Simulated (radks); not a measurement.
Results of a calculation; reference values are marked as such.
Mean orbital radii <r> (bohr) of the germanium ion Ge3+, [Ar] 3d10 4s1, at several levels of relativity; Dirac values are averaged over j with weights 2j + 1. Spin-unpolarised spherical Kohn-Sham, PBE, point nucleus unless stated (finite: rms radius 4.0742 fm), a radial shooting solver on a logarithmic mesh with Libxc functionals. A level marked "c x" has the speed of light scaled by that factor.

shell  non-rel.    Dirac  Dirac, c x 10  Dirac, c x 100  change of magnitude, last against first (%)
1s      0.04785  0.04700        0.04785         0.04785                                        0.00
2s       0.2139   0.2098         0.2138          0.2139                                        0.00
2p       0.1853   0.1836         0.1852          0.1853                                        0.00
3s       0.6348   0.6239         0.6347          0.6348                                        0.00
3p       0.6510   0.6463         0.6510          0.6510                                        0.00
3d       0.7215   0.7247         0.7215          0.7215                                        0.00
4s        1.876    1.849          1.875           1.876                                        0.00
